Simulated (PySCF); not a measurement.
Correlation energy of Ag³⁺ (silver, charge +3)

[Kr] 4d8, high-spin 3F determinant. Calculation: PySCF 2.14, in def2-TZVPPD with the def2 core potential (28 electrons) (6s4p3d2f1g, 56 functions); scalar relativity through the core potential. Frozen: 4s2 4p6; 8 electrons correlated.

```tsv
level	correlation energy (mhartree)
CCSD	-208.37
(T)	-4.02
CCSD(T)	-212.39
```

Diagnostics: T1 = 0.00033, D1 = 0.0005, largest double amplitude 0.019.

Cost of the coupled-cluster step: of the order of 6 core-seconds, for 8 correlated electrons.
